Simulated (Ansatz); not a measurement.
This Ansatz (a quantum-chemistry and plane-wave program) input (PBE/cc-pV(D+d)Z) gives -37.78854 Eh with 14 basis functions. A basis named .json is the Basis Set Exchange file of that set (core-valence sets with the plain set on hydrogen).

Ansatz 0.2 input:
```yaml
crystal:
  periodic: [false, false, false]
  atoms:
    - {symbol: C, position_ang: [0.00000000, 0.00000000, 0.00000000]}
basis:
  gaussian:
    orbitals: cc-pV_D+d_Z.json
hamiltonian:
  xc: {name: PBE}
magnetization: {spin_polarized: true, initial_magnetization: 2}
scf: {lower_state_search: full}
```

Change:
```diff
- orbitals: cc-pV_D+d_Z.json
+ orbitals: STO-3G
```

Q: What does the run give now?

A: -37.28683 Eh (PBE/STO-3G, 5 functions), a change of +501.71 mEh.
